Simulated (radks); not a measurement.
Isoelectronic series with 20 electrons, all held in the configuration [Ar] 4s2, which need not be the ground one along the series. Method: scalar-relativistic Kohn-Sham, LDA (Slater exchange, Perdew-Wang correlation), spin-polarised, spherical densities, point nucleus; computed with a radial shooting solver on a logarithmic mesh with Libxc functionals. Total energies (hartree) and mean radii <r> (bohr):

ion    E (hartree)      4s      3p
Ca      -678.69149   3.973   1.274
Sc+     -762.00339   3.136   1.144
Ti2+    -850.49983   2.654   1.040
V3+     -944.17899   2.324  0.9543
Cr4+   -1043.04604   2.079  0.8823
Mn5+   -1147.10992   1.886  0.8208
Fe6+   -1256.38210   1.730  0.7676
Co7+   -1370.87593   1.600  0.7211
Ni8+   -1490.60632   1.489  0.6800
Cu9+   -1615.58952   1.394  0.6435
Zn10+  -1745.84298   1.310  0.6107
Ga11+  -1881.38528   1.237  0.5812
Ge12+  -2022.23607   1.172  0.5544
As13+  -2168.41605   1.113  0.5300
Se14+  -2319.94695   1.060  0.5077
Br15+  -2476.85148   1.012  0.4872
Kr16+  -2639.15338  0.9685  0.4682
Rb17+  -2806.87743  0.9284  0.4507
Sr18+  -2980.04939  0.8916  0.4345
Zr20+  -3342.84533  0.8260  0.4052
Nb21+  -3532.52610  0.7966  0.3920
